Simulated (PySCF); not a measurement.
# Adding and removing an electron: BTe

ROHF-CCSD(T); B aug-cc-pVDZ, Te aug-cc-pVDZ-PP with ECP28; scalar-relativistic core potentials (PySCF 2.14). Neutral (ROHF): doublet (σ ↑), Re = 1.985 Å, ωe = 798 cm⁻¹, De = 3.54 eV.

BTe⁻ (RHF): singlet (closed shell), Re = 2.097 Å, ωe = 651 cm⁻¹. The energies at the minima are -291.81836 hartree for BTe and -291.89978 for BTe⁻.

Task: Work out the adiabatic electron affinity, without and with harmonic zero-point energies (1 hartree = 27.2114 eV, 1 eV = 8065.5 cm⁻¹), and the change of the bond length.

Result: At CCSD(T): 0.08142 hartree = 2.216 eV between the minima; the zero-point term (798.0 − 651.0)/2 cm⁻¹ = +0.009 eV makes it 2.225 eV. Re changes by +11.2 pm against the neutral. The electron enters a σ orbital, and the longer bond of the ion fits an antibonding orbital, or a change in how ionic the bond is.

Correlated steps freeze 5 core orbitals. Correlated levels converge slowly with the basis: in double zeta they bind strong bonds too weakly, by up to about 1 eV, and carry superposition errors of some tenths. These are scalar-relativistic numbers at best; spin–orbit coupling would shift them, the dissociation energy most. The CCSD T1 diagnostic is raised in BTe⁻, a sign that a single reference may not be enough there. States were picked by a PBE0 search and need not be the measured ground states.
